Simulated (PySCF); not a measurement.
FH3InNO. Atoms are numbered in the order given.

```xyz
7

In     0.0326     0.0069     0.0038
F     -1.5108    -1.0178    -0.6510
O      0.1324     1.8362    -0.7604
H     -0.5901     1.9811    -1.3835
N      1.1728    -0.7972     1.4577
H      2.1302    -0.4541     1.4836
H      1.1902    -1.8146     1.4503
```
Charge 0, spin multiplicity 1.

Geometry: PBE0-D3(BJ)/def2-SVP. The def2 effective core potentials stand for the cores of In; spin–orbit coupling is left out. One conformer was computed; it need not be the lowest.

Method: PySCF with TDA-ωB97X/def2-SVPD.

Vertical excitations. Gas-phase values at a fixed geometry.

Computed lowest excited states:
```
state  energy (eV)  λ (nm)      f                                                              main pairs
-----  -----------  ------  -----  ----------------------------------------------------------------------
S1            5.29     235  0.046                                                          HOMO→LUMO 85 %
S2            5.97     208  0.054                                                        HOMO−1→LUMO 86 %
S3            6.68     185  0.074                  HOMO−2→LUMO 61 %, HOMO→LUMO+1 17 %, HOMO−1→LUMO+1 11 %
S4            7.01     177  0.062                                      HOMO→LUMO+1 60 %, HOMO−2→LUMO 13 %
S5            7.35     169  0.079                                      HOMO−3→LUMO 60 %, HOMO−5→LUMO 15 %
S6            7.45     167  0.065                                                        HOMO−4→LUMO 81 %
S7            7.82     158  0.033                                    HOMO−2→LUMO+1 57 %, HOMO→LUMO+2 31 %
S8            7.87     158  0.005                                    HOMO→LUMO+2 47 %, HOMO−2→LUMO+1 32 %
S9            8.12     153  0.084  HOMO−1→LUMO+1 48 %, HOMO−2→LUMO 10 %, HOMO−3→LUMO 8 %, HOMO→LUMO+3 8 %
S10           8.22     151  0.037                                      HOMO→LUMO+3 51 %, HOMO→LUMO+4 22 %
T1            4.61     269      0                                                          HOMO→LUMO 89 %
T2            5.51     225      0                                                        HOMO−1→LUMO 85 %
T3            5.79     214      0                                                        HOMO−2→LUMO 85 %
T4            6.27     198      0                                                        HOMO→LUMO+1 91 %
```
Triplets are in the Tamm–Dancoff approximation.
